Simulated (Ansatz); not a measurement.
H3HfO3 (SMILES [OH][Hf+]([OH])[OH]), charge +1, singlet, at the geometry of the source list (the multiplicity is a formal guess) (core potentials on Hf); HF/def2-SVP (Ansatz, a quantum-chemistry and plane-wave program).

Ansatz was given this input:
Ansatz 0.2 input:
```yaml
crystal:
  periodic: [false, false, false]
  atoms:
    - {symbol: Hf, position_ang: [0.06950000, -0.09380000, 0.10170000]}
    - {symbol: O, position_ang: [1.58570000, -0.12080000, -0.95190000]}
    - {symbol: H, position_ang: [2.48530000, -0.43640000, -1.10610000]}
    - {symbol: O, position_ang: [-0.39430000, -0.92940000, 1.68410000]}
    - {symbol: H, position_ang: [-1.19450000, -0.91180000, 2.22730000]}
    - {symbol: O, position_ang: [-1.28610000, 0.98250000, -0.57020000]}
    - {symbol: H, position_ang: [-1.26560000, 1.50980000, -1.38500000]}
basis:
  gaussian:
    orbitals: def2-SVP
hamiltonian:
  xc: hf
total_charge: 1
```

Question: What does Ansatz print? Leave out banner, timings and long lists.

Answer: 
```
Functional definition: HF
1120 factors; their error is unknown
mean field evaluation 1: about -7429.7465 eV, gradient 8.7e1 eV
mean field evaluation 2: about -7435.5906 eV, gradient 6.6e1 eV
mean field evaluation 4: about -7443.1355 eV, gradient 1.0e0 eV
mean field evaluation 8: about -7443.1400 eV, gradient 2.6e-2 eV
mean field -7443.70684035 eV, -273.5511808570 hartree, gradient 3.1e-5 eV, S^2 0.000000; 0 other end points of the search recorded, 0 dependent functions left out
reference -7443.70684035 eV, -273.5511808570 hartree; 19, 19 occupied and 70, 70 virtual orbitals, 1120 factors
Total energy: -7443.70684035 eV, -273.5511808570 hartree
```
